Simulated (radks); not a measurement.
Q: Successive ionisation energies (eV) of one element, from differences of total energies of ions in their ground configurations, starting at charge 22: 708.58, 756.01, 796.88, 838.34, 880.40, 1039.3, 1082.0, 1125.0, 1168.4, 1254.6, 1300.0, 1415.8, 1461.2, 2494.6, 2597.3, 2701.6, 2807.3, 2914.4, 3023.0, 3169.2, 3282.3, 3396.7. All-electron calculation, Dirac Kohn-Sham, BLYP, spin-unpolarised, spherical densities, finite nucleus; open shells fill j = l - 1/2 first; Fermi nuclear charge, rms radius 5.1115 fm. Program: a radial shooting solver on a logarithmic mesh with Libxc functionals. Which element is it?

A: Europium (Z = 63). The first species listed is Eu22+ in [Kr] 4d5, the last Eu43+ in [Ar] 3d2.
